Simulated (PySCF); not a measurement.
Delta-SCF ions had no search for a lower state. Excitations are Tamm–Dancoff values on a coarser integration grid. The basis has no diffuse functions, so Rydberg states are missing or too high.

**H₃BO₃, SMILES `OB(O)O` (charge 0, multiplicity 1)**

Method: M06-2X/def2-TZVP // PBE0-D3(BJ)/def2-TZVP (PySCF 2.14.0).

| Item | Result |
|---|---|
| HOMO | -10.98 eV |
| dipole moment | 0.643 e·Å |
| HOMO–LUMO gap | 11.64 eV |
| LUMO | 0.66 eV |
| S1 excitation (TDA) | 8.21 eV |
| S1 oscillator strength | 0.000 |
| brightest of the four lowest singlets (TDA) | 9.43 eV |
| T1 excitation (TDA) | 7.92 eV |
| S1–T1 gap (TDA) | 0.29 eV |
| vertical ionisation energy (Delta-SCF) | 12.28 eV |
| total energy | -252.5105 Ha |
| cost | very roughly 6 core-minutes |

```xyz
7

O     -1.0049    -0.3876     0.4357
B      0.0970     0.1723    -0.1697
O     -0.0380     1.3945    -0.7508
O      1.3354    -0.4019    -0.2389
H     -0.8700    -1.2478     0.8334
H     -0.9314     1.7316    -0.6616
H      1.4118    -1.2611     0.1746
```
Charge 0, spin multiplicity 1.
